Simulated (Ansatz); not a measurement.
The cation of C4H3F7 (`FC(F)C(F)(F)CC(F)(F)F`) at the neutral geometry.

```yaml
crystal:
  periodic: [false, false, false]
  atoms:
    - {symbol: F, position_ang: [0.011989, -0.341778, 2.217962]}
    - {symbol: C, position_ang: [0.399880, 0.707652, 1.462265]}
    - {symbol: F, position_ang: [0.282289, 1.826487, 2.194243]}
    - {symbol: C, position_ang: [-0.525361, 0.810039, 0.240788]}
    - {symbol: F, position_ang: [-0.058522, 1.819123, -0.528391]}
    - {symbol: F, position_ang: [-1.756012, 1.165296, 0.674004]}
    - {symbol: C, position_ang: [-0.689724, -0.458185, -0.573739]}
    - {symbol: C, position_ang: [0.551837, -1.017765, -1.225869]}
    - {symbol: F, position_ang: [1.492762, -1.342361, -0.325168]}
    - {symbol: F, position_ang: [0.243240, -2.132722, -1.894783]}
    - {symbol: F, position_ang: [1.107608, -0.169263, -2.090493]}
    - {symbol: H, position_ang: [1.444339, 0.577123, 1.170078]}
    - {symbol: H, position_ang: [-1.410910, -0.240522, -1.363183]}
    - {symbol: H, position_ang: [-1.106214, -1.232323, 0.071088]}
basis:
  gaussian: {orbitals: def2-TZVPP}
total_charge: 1
magnetization: {spin_polarized: true, initial_magnetization: 1}
hamiltonian: {xc: {name: B2PLYP}}
```

```sh
$ ansatz run in.yaml --threads 4 --pin off --events-out ev --progress --plain --max-ram 66560MiB --backend cuda --devices 0, --max-vram 37GiB
```

Output, abridged:

```
Functional definition: B2PLYP
2498 factors; integrals over basis functions are off by at most 9.3e-4 eV
mean field evaluation 1: about -23170.5121 eV, gradient 5.2e1 eV
mean field evaluation 2: about -23170.7358 eV, gradient 5.2e1 eV
mean field evaluation 4: about -23178.2196 eV, gradient 6.6e0 eV
mean field evaluation 8: about -23178.4066 eV, gradient 8.1e-1 eV
mean field evaluation 16: about -23178.4165 eV, gradient 2.4e-2 eV
mean field evaluation 32: about -23178.4165 eV, gradient 1.9e-5 eV
mean field -23178.41648585 eV, -851.7910949600 hartree, gradient 8.5e-6 eV, S^2 0.756655; 2 other end points of the search recorded, 0 dependent functions left out
11 core orbitals not correlated: weight in the atoms' cores, before any rotation towards them, 1.000 or more for the frozen orbitals, at most 0.000 for the correlated occupied ones
reference -23178.41663632 eV, -851.7911004897 hartree; 34, 33 occupied and 338, 339 virtual orbitals, 2498 factors
second order -77.96018412 eV of doubles, -0.00000000 eV of singles
Total energy: -23199.46588603 eV, -852.5646461489 hartree
```

It took 20 s on 4 threads of an AMD EPYC 7R13 on a shared host and a share of an NVIDIA H100 80 GB, with 1.9 GiB of host memory at the peak.
